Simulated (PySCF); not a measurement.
C₄H₃N₂, SMILES [c]1cnccn1, multiplicity 2. Geometry: r2SCAN-D4/def2-SVP. The isomer is the one that the SMILES or the coordinates give; other isomers of the formula were not compared.

Calculation: r2SCAN-D4/def2-SVP in PySCF.

Harmonic wavenumbers (cm⁻¹): 345, 428, 563, 709, 747, 828, 940, 958, 974, 1060, 1095, 1180, 1277, 1312, 1393, 1484, 1537, 1666, 3161, 3181, 3190. Rotational constants (GHz): 6.852, 6.061, 3.216; symmetry number 1.

### Question
Work out the zero-point energy and the ideal-gas rigid-rotor harmonic-oscillator thermochemistry at 298.15 K and 1 atm.

### Answer
ZPE = ½ Σ hcν = ½ × 28029 cm⁻¹ = 40.07 kcal/mol. H − E(el) = 43.29 kcal/mol. Entropy in cal/(mol K): translation 39.02, rotation 25.29, vibration 3.93, spin 1.38, total 69.61. G − E(el) = 22.53 kcal/mol. Cp = 16.91 cal/(mol K).
